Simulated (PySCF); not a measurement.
A GIAO shielding run with PySCF 2.14 (density fitting, non-relativistic, gas phase) on SMILES FC(COC=O)(F)F, C₃H₃F₃O₂:

```
$ OMP_NUM_THREADS=1 python probes_run.py task.json out

{"job": {"kind": "nmr", "xc": "PBE0", "basis": "pcSseg-1"}, "charge": 0, "multiplicity": 1}
O      1.687102    -1.270510     0.990938
C      1.852159    -0.522922     0.080383
O      0.900367    -0.035324    -0.721251
C     -0.435503    -0.401493    -0.430261
C     -1.172286     0.783629     0.197630
F     -2.411493     0.429003     0.562040
F     -0.552287     1.242230     1.286389
F     -1.293330     1.810407    -0.648334
H      2.818955    -0.126541    -0.260410
H     -0.935528    -0.668779    -1.364580
H     -0.452731    -1.237030     0.281493
```

Hardware: 1 thread of an Arm Neoverse V2, shared host. The job also computes population analyses, field gradients.

**Question.** How large is the calculation?

**Answer.** 64 electrons, 151 basis functions and 784 auxiliary functions.

**Question.** How long does it take?

**Answer.** 13 s of wall time, with 14 SCF cycles and 5 response iterations. Times on a shared host scatter by some tens of per cent.
